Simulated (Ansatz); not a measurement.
Program: Ansatz. Geometries: PBE0-D4/def2-TZVP. ΔE: electronic, gas phase. CBS: MP2 limit from def2 TZ/QZ plus the TZ coupled-cluster correction, frozen cores. This one scheme is used for every species. Functionals use def2-TZVPP. For Ge outer-core shells are correlated without core-valence functions, which leaves a few kJ/mol of doubt a bond. Scalar relativity is left out up to krypton. One conformer a species, not always the lowest.

Consider the formal exchange of groups at a C–Cl bond: `ClCCl` + `[NH2][GeH3]` → `[NH2][GeH2][CH2]Cl` + HCl.

(1) Is it downhill or uphill in electronic energy at CCSD(T)/CBS, and by how much? (An estimate is asked.)

(2) What do these levels give: r2SCAN-D4, PBE0-D4, PBE0, HF/def2-TZVPP, SCS-MP2/def2-TZVPP, SCS-MP2/def2-QZVPP? (An estimate is asked.)

Largest T1 diagnostic among the species: 0.011.

Answers

(1) Ansatz gave: Downhill: ΔE = -63.9 kJ/mol.

(2) Ansatz gave: r2SCAN-D4 -57.0, PBE0-D4 -57.1, PBE0 -53.6, HF/def2-TZVPP -53.9, SCS-MP2/def2-TZVPP -62.5, SCS-MP2/def2-QZVPP -61.5 kJ/mol.

The D4 term adds −5.8 kJ/mol with B3LYP and −3.5 kJ/mol with PBE0; it sums over pairs of atoms, weighted by their polarisabilities, and B3LYP, whose exchange is more repulsive, gets the larger term. In def2-TZVPP, CCSD(T) changes the Hartree–Fock value by −11.5 kJ/mol (the triples alone add +0.0 kJ/mol) and MP2 by −13.4 kJ/mol. From PBE to PBE0 (25 % exact exchange), in def2-TZVPP and without D4, ΔE moves by −4.1 kJ/mol.

B3LYP here is the variant with VWN-RPA as its local correlation; programs differ in this.
